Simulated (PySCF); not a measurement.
Can point charges reproduce the dipole moment of `C(CCC)P1C=C1C`?

Coordinates (GFN2-xTB, Å) and charges (e) from the PBE0/pcSseg-1 density (PySCF):

| atom | x | y | z | Mulliken | IAO | Hirshfeld | ESP-fitted |
| --- | --- | --- | --- | --- | --- | --- | --- |
| C1 | -2.493 | -0.508 | -0.770 | -0.2924 | -0.4157 | -0.1220 | -0.2701 |
| C2 | -2.413 | 0.470 | 0.393 | -0.2616 | -0.2457 | -0.0669 | +0.3003 |
| C3 | -0.986 | 0.913 | 0.713 | -0.2257 | -0.2454 | -0.0719 | -0.3294 |
| C4 | -0.080 | -0.220 | 1.190 | -0.4385 | -0.4542 | -0.1278 | +0.1384 |
| P5 | 0.647 | -1.296 | -0.186 | +0.3404 | +0.3939 | +0.0997 | -0.3066 |
| C6 | 1.286 | -0.019 | -1.339 | -0.2754 | -0.3419 | -0.1000 | -0.3184 |
| C7 | 2.226 | -0.405 | -0.512 | -0.2711 | -0.1126 | -0.0230 | +0.3426 |
| C8 | 3.627 | -0.269 | -0.094 | -0.1645 | -0.4319 | -0.1072 | -0.5839 |
| H9 | -2.054 | -0.074 | -1.666 | +0.1097 | +0.1346 | +0.0347 | +0.0920 |
| H10 | -3.530 | -0.760 | -0.982 | +0.1162 | +0.1402 | +0.0398 | +0.0372 |
| H11 | -1.958 | -1.428 | -0.538 | +0.1330 | +0.1340 | +0.0247 | +0.0909 |
| H12 | -2.851 | 0.011 | 1.283 | +0.1122 | +0.1263 | +0.0341 | -0.0481 |
| H13 | -3.004 | 1.359 | 0.156 | +0.1147 | +0.1306 | +0.0361 | -0.0461 |
| H14 | -0.543 | 1.378 | -0.173 | +0.1198 | +0.1228 | +0.0253 | +0.0903 |
| H15 | -1.031 | 1.678 | 1.494 | +0.1191 | +0.1332 | +0.0354 | +0.0516 |
| H16 | -0.634 | -0.881 | 1.862 | +0.1363 | +0.1365 | +0.0309 | +0.0404 |
| H17 | 0.759 | 0.195 | 1.756 | +0.1457 | +0.1378 | +0.0315 | +0.0099 |
| H18 | 1.065 | 0.599 | -2.181 | +0.0795 | +0.1689 | +0.0636 | +0.1932 |
| H19 | 4.140 | -1.225 | -0.205 | +0.1397 | +0.1677 | +0.0565 | +0.1801 |
| H20 | 4.138 | 0.484 | -0.695 | +0.1291 | +0.1570 | +0.0510 | +0.1478 |
| H21 | 3.680 | 0.016 | 0.957 | +0.1337 | +0.1640 | +0.0556 | +0.1880 |

Task: What dipole does each set of charges give (1 e·Å = 4.803 D), and what does the density give?

Result: The full density gives (1.01, 1.44, 0.37) D, 1.80 D in size; dipole vectors point from the negative to the positive end.

| scheme | μx | μy | μz | size (D) | share of the full size (%) | angle to the full dipole (°) |
| --- | --- | --- | --- | --- | --- | --- |
| Mulliken | 1.20 | -1.35 | 0.94 | 2.03 | 113 | 96 |
| IAO | 0.29 | -1.09 | 0.28 | 1.16 | 64 | 124 |
| Hirshfeld | 1.19 | -0.23 | -0.15 | 1.22 | 68 | 68 |
| ESP-fitted | 1.01 | 1.38 | 0.40 | 1.76 | 98 | 2 |

Task: Which set comes closest?

Result: Length of the difference vector: ESP-fitted 0.07 D, Hirshfeld 1.75 D, IAO 2.63 D, Mulliken 2.85 D. Closest: ESP-fitted. ESP charges are fitted to the potential around the molecule, whose slowest-falling term is the dipole's. 

Task: What is left for the Hirshfeld atoms' own dipoles?

Result: The shares of the density sum to the whole, so what Σ q r misses lies in dipoles about the nuclei. The atomic dipoles sum to (1.01, 1.44, 0.37) − (1.19, -0.23, -0.15) = (-0.18, 1.67, 0.52) D, 1.75 D in size.

Task: With the origin at the mean of the coordinates, (0.000, 0.001, 0.022) Å, which are the largest single terms, by size, of the ESP-fitted dipole along the direction of the full one?

Result: C8 -5.07, C1 +2.56, H21 +2.06, H20 +1.83, C7 +1.35 D; all 21 atoms together +1.76 D. The single terms depend on the origin, their sum doesn't.

Task: Give the size of the full dipole in other units.

Result: 1.80 D = 0.708 au = 0.374 e·Å = 6.00 × 10⁻³⁰ C·m.

One conformer (not necessarily the lowest) at the GFN2-xTB geometry, without solvent, vibrations or thermal averaging.

The values belong to the conformer `[CH3:1][CH2:2][CH2:3][CH2:4][P:5]1[CH:6]=[C:7]1[CH3:8]`: C1–C2–C3–C4 -64°, C2–C3–C4–P5 81°, C3–C4–P5–C6 49°.
